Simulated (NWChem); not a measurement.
# C₂H₃F₂NSi; SMILES F[C@H]1N=C[Si@@H]1F

```xyz
9

F     -1.1602    -1.8491    -0.1422
C     -0.3583    -0.9146     0.4714
N      1.0822    -1.1547     0.1895
C      1.5325     0.0072    -0.1664
Si    -0.1502     0.8109    -0.3456
F     -0.5460     2.1785     0.4172
H     -0.5249    -0.9751     1.5522
H      2.5968     0.1630    -0.3419
H     -0.6472     0.9177    -1.7409
```
Atoms are numbered in this order, from 1.

Geometry: optimised at B3LYP/6-31G* (spherical d). B3LYP is NWChem's, with the RPA form of VWN correlation.

Q: Give the principal values of the shielding tensors (ppm) of F1, C2, N3, C4, Si5 from B3LYP/6-31G* (spherical d), GIAO (NWChem), with their diamagnetic and paramagnetic parts as GIAO splits them.

A: 
```csv
atom,σ11,σ22,σ33,isotropic,diamagnetic,paramagnetic
F1,253.9,358.2,449.4,353.8,471.3,-117.5
C2,58.1,85.9,106.0,83.3,246.0,-162.7
N3,-620.5,-162.8,211.5,-190.6,323.7,-514.2
C4,-102.1,-6.1,134.3,8.7,255.2,-246.5
Si5,387.0,422.9,441.3,417.1,880.1,-463.0
```
